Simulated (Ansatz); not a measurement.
`C[N](C)[Zn][F]` + NH₃ → `C[N](C)[Zn][NH2]` + H–F at 400 K and 1 bar (ligand exchange at a Zn–F bond).

Computed with Ansatz on PBE0-D4/def2-TZVP structures; ΔE is electronic, products minus reactants. CCSD(T)/CBS is the MP2 limit (def2-TZVPP, def2-QZVPP) plus CCSD(T) − MP2 in def2-TZVPP, frozen cores. This one scheme is used for every species. For Zn outer-core shells are correlated without core-valence functions, which leaves a few kJ/mol of doubt a bond. Scalar relativity is left out up to krypton. Each species was taken in one conformer, which may not be the lowest.

```tsv
species	CCSD(T)/CBS energy (Eh)	H − E (kJ/mol)	S (J/(mol·K))
`C[N](C)[Zn][F]`	-2012.61126	251.6	396.4
NH₃	-56.50880	104.2	203.1
`C[N](C)[Zn][NH2]`	-1968.70351	316.4	410.8
H–F	-100.39570	36.5	182.2
```

H − E and S are ideal-gas, rigid-rotor, harmonic terms from PBE0-D4/def2-TZVP, for one conformer and one mirror image of each species. 1 Eh = 2625.50 kJ/mol, R = 8.31446 J/(mol·K).

By hand: ΔE, ΔH, ΔS and ΔG.

ΔE = (-1968.70351) + (-100.39570) − (-2012.61126) − (-56.50880) = 0.02085 Eh = 54.7 kJ/mol. Δ(H − E) = 316.4 + 36.5 − 251.6 − 104.2 = -2.9, so ΔH = 51.8 kJ/mol. ΔS = 410.8 + 182.2 − 396.4 − 203.1 = -6.5 J/(mol·K). ΔG = 51.8 − 400 × (-6.5)/1000 = 54.4 kJ/mol.

By hand: the equilibrium constant, and the temperature at which ΔG would vanish if ΔH and ΔS stayed fixed.

log₁₀ K = −ΔG/(RT ln 10) = -7.1. ΔH and −TΔS have one sign here, so there is no such temperature.

The number of gas molecules stays the same, so ΔS is small and ΔH decides. A doubt of 5 kJ/mol in ΔE shifts log₁₀ K by 0.7 here. Other conformers and mirror images would add mixing entropy, several J/(mol·K) or more a flexible species. Modes under 60 cm⁻¹, often nearly free rotors, make the harmonic entropy too high. These are equilibria of isolated gas molecules and say nothing of rates. Largest T1 diagnostic: 0.015 (customary marks: 0.02 for closed shells, 0.045 for open ones).

ΔS is within the doubt of such terms, so its sign, and with it that verdict, could turn.
